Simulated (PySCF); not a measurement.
# TeS₃, singlet: structure and spectrum

Computed with PBE0/[Te def2-SVP with ECP28, S def2-SVP], scalar-relativistic core potentials, density fitting, no spin–orbit coupling, PySCF.

The structure is a minimum.

```json
{
  "Point group": "Cs",
  "Bond lengths": "S–S 2.138 Å, Te–S 2.222 Å, Te–S 2.472 Å (×2)",
  "Bond angles": "S–S–Te 64.4° (×2), S–Te–S 51.2°, S–Te–S 112.4° (×2)",
  "Atomisation energy without zero-point energy": "807 kJ/mol",
  "Principal polarisabilities": "56.0, 63.9, 122.4 bohr³",
  "Dipole moment": "2.54 D",
  "Principal quadrupole moments (Buckingham, traceless) about the centre of mass": "-6.71, 2.93, 3.78 D Å",
  "Highest occupied level": "-6.58 eV",
  "Entropy at 298.15 K and 1 bar": "338.0 J/(mol K)",
  "Rotational symmetry number": "1",
  "Rotational constants": "0.1162, 0.04202, 0.04191 cm⁻¹",
  "Lowest empty level": "-3.30 eV",
  "Heat capacity Cp at 298.15 K": "74.0 J/(mol K)",
  "Zero-point energy": "11.0 kJ/mol",
  "Enthalpy at 298.15 K above 0 K": "16.93 kJ/mol"
}
```

Harmonic modes (masses in u: Te 129.906, S 31.972):
| symmetry | ω (cm⁻¹) | IR (km/mol) | μ (u) |
| --- | --- | --- | --- |
| a'' | 124 | 0.7 | 34.48 |
| a' | 138 | 3.0 | 38.13 |
| a'' | 283 | 7.9 | 34.64 |
| a' | 294 | 18.0 | 41.60 |
| a' | 494 | 36.3 | 36.91 |
| a' | 505 | 18.2 | 33.08 |

Charges (e):
| atom | Mulliken | Löwdin | polar tensor | Mayer order to Te1 |
| --- | --- | --- | --- | --- |
| Te1 | 0.59 | 0.42 | 0.99 | – |
| S2,3 | -0.16 | -0.09 | -0.27 | 0.85 |
| S4 | -0.28 | -0.23 | -0.46 | 1.74 |
Other Mayer orders above 0.3: S–S 1.01.

Mulliken populations on Te1 (electrons outside its core potential): s 3.87, p 9.21, d 10.32.

This need not be the most stable arrangement of these atoms.

The final relaxation and frequency run took 30 s on 2 threads of a shared Arm Neoverse V2 host, with 80 basis functions and 15 gradients; the process peaked at 0.96 GiB.
